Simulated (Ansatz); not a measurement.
Reaction (redistribution): `F[CH2][AlH][GeH3]` + `O[BH][GaH2]` → `F[CH2][AlH2]` + `O[BH][GaH][GeH3]`

Gas-phase electronic energies from Ansatz, PBE0-D4/def2-TZVP geometries. CBS: MP2 limit from def2 TZ/QZ plus the TZ coupled-cluster correction, frozen cores. DFT in def2-TZVPP. B3LYP here is the variant with VWN-RPA as its local correlation; programs differ in this. For Ga, Ge outer-core shells are correlated without core-valence functions, which leaves a few kJ/mol of doubt a bond. Scalar relativity is left out up to krypton. One conformer a species, not always the lowest.

```tsv
level	ΔE (kcal/mol)
r2SCAN-D4	-2.1
B3LYP-D4	-3.0
ωB97X-V	-2.2
ωB97M-V	-2.6
B2PLYP	-2.9
PBE0	-2.0
CCSD(T)/def2-TZVPP	-2.7
MP2/CBS(def2)	-3.5
```

Task: What does CCSD(T)/CBS give? (Best estimate.)

Result: Computed: -2.8 kcal/mol. The listed levels differ from it by 0.7, -0.2, 0.6, 0.2, -0.1, 0.8, 0.1, -0.7 kcal/mol.

Largest T1 diagnostic among the species: 0.014.
